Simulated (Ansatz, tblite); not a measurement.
Oligo(3-methylthiophene), silylethynyl ends: gap (eV) at several levels, gas phase, relaxed structures; Ansatz, xTB through tblite. The structures are stationary points that may keep the symmetry of their start.

```
                                                                species    state            geometry  GFN1-xTB  GFN2-xTB  PBE-D4/def2-SVP  r2SCAN-D4/def2-SVP  PBE0-D4/def2-SVP
           Cc1cc(-c2sc(-c3sc(C#C[Si](C)(C)C)cc3C)cc2C)sc1C#C[Si](C)(C)C  singlet  r2SCAN-D4/def2-SVP      1.80      1.77             1.95                2.08              3.28
Cc1cc(-c2sc(-c3sc(-c4sc(C#C[Si](C)(C)C)cc4C)cc3C)cc2C)sc1C#C[Si](C)(C)C  singlet  r2SCAN-D4/def2-SVP      1.71      1.68             1.82                1.95              3.13
```

Question: Estimate the rows for C40H42S6Si2 (singlet, PBE-D4/def2-SVP geometry).

Answer: 
```json
{"species": "C40H42S6Si2", "state": "singlet", "geometry": "PBE-D4/def2-SVP", "GFN1-xTB": "1.42", "GFN2-xTB": "1.38", "PBE-D4/def2-SVP": "1.50", "r2SCAN-D4/def2-SVP": "1.60", "PBE0-D4/def2-SVP": "2.70"}
```

Over the 3 species that have every level, the mean is 1.64 at GFN1-xTB, 1.61 at GFN2-xTB, 1.76 at PBE-D4/def2-SVP, 1.88 at r2SCAN-D4/def2-SVP, 3.04 at PBE0-D4/def2-SVP. Orbital gaps grow with the share of exact exchange and aren't one observable across functionals.
